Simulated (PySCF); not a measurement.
A calculation to check before its numbers are used.

A geometry optimisation on C4H9Cl3OZr, SMILES `CC(C)(C)[O][Zr]([Cl])([Cl])[Cl]` (singlet state). The calculation used PBE0-D3(BJ)/def2-SVP geometry optimisation, gas phase, def2 core potentials past Kr in PySCF 2.14.0.

Driver input (Å, GFN2-xTB start):

```
{"job": {"xc": "PBE0", "basis": "def2-SVP", "d3": "d3bj", "grid": 1, "maxiter": 40, "shake": 0.03, "kind": "geom"}, "charge": 0, "multiplicity": 1}
Zr     1.1012    -0.2297    -1.9570
O      1.2018     0.1838    -0.1871
C     -0.0330     0.1038     0.5397
C     -0.6976    -1.0882     0.0312
C      0.3735    -0.1177     2.0116
C     -0.7672     1.4366     0.3573
H     -1.6206    -1.2824     0.6967
H     -1.1271    -0.8873    -0.9949
H     -0.1664    -1.9739     0.0977
H      0.9438    -1.0254     2.1820
H     -0.5428    -0.1629     2.6778
H      1.0141     0.7322     2.4093
H     -1.0535     1.5992    -0.7318
H     -0.2004     2.2655     0.7397
H     -1.7029     1.3715     0.9219
Cl     2.7961     0.7988    -3.0886
Cl    -0.7388     0.6507    -3.1751
Cl     1.1634    -2.3576    -2.4526
```

Output:

```
step   0  E = -1659.67908639  max force = 0.100981
step   1  E = -1659.71492949  max force = 0.021788
step   2  E = -1659.71876873  max force = 0.012629
step   3  E = -1659.72210984  max force = 0.008777
step   4  E = -1659.72479627  max force = 0.011469
step   5  E = -1659.72723077  max force = 0.012974
step   6  E = -1659.72874767  max force = 0.008442
step   7  E = -1659.73004193  max force = 0.007111
step   8  E = -1659.73060177  max force = 0.004807
step   9  E = -1659.73082752  max force = 0.001939
step  10  E = -1659.73102623  max force = 0.001636
step  11  E = -1659.73133301  max force = 0.003649
step  12  E = -1659.73165265  max force = 0.003963
step  13  E = -1659.73162149  max force = 0.004950
step  14  E = -1659.73189896  max force = 0.003855
step  15  E = -1659.73219041  max force = 0.002747
step  16  E = -1659.73219016  max force = 0.005257
step  17  E = -1659.73241370  max force = 0.003729
step  18  E = -1659.73254257  max force = 0.002832
step  19  E = -1659.73233689  max force = 0.003327
step  20  E = -1659.73229297  max force = 0.004971
step  21  E = -1659.73258504  max force = 0.001866
step  22  E = -1659.73262544  max force = 0.001582
step  23  E = -1659.73262593  max force = 0.001507
step  24  E = -1659.73262749  max force = 0.001481
step  25  E = -1659.73262827  max force = 0.001468
step  26  E = -1659.73262865  max force = 0.001460
step  27  E = -1659.73262884  max force = 0.001456
step  28  E = -1659.73262893  max force = 0.001454
step  29  E = -1659.73262902  max force = 0.001453
step  30  E = -1659.73262911  max force = 0.001451
step  31  E = -1659.73262920  max force = 0.001449
step  32  E = -1659.73262930  max force = 0.001447
step  33  E = -1659.73262939  max force = 0.001445
step  34  E = -1659.73262948  max force = 0.001443
step  35  E = -1659.73262957  max force = 0.001440
step  36  E = -1659.73262966  max force = 0.001439
step  37  E = -1659.73262975  max force = 0.001436
step  38  E = -1659.73262985  max force = 0.001434
step  39  E = -1659.73262994  max force = 0.001432
step  40  E = -1659.73263003  max force = 0.001429
optimisation not converged
```

Energies are in Eh and forces in Eh/bohr.

Q: Can the results be trusted, and what went wrong?

A: Not as they stand: step limit reached with the energy nearly constant. After 41 gradient evaluations the largest force component was 0.00143 Eh/bohr against a threshold of 0.00045, and over the last 5 steps the energy changed by 0.000 kcal/mol in all, within a range of 0.000 kcal/mol, the last step by 0.000 kcal/mol. The energy rose in 3 of the 40 steps.

Q: How can it be mended?

A: Restart from the last geometry, if need be with a computed Hessian or a finer grid, and confirm the end point by frequencies.

Hardware: one thread, Arm Neoverse V2 (aarch64), on a shared host. Cost: 17 min of wall time, 1.0 GiB resident at most.
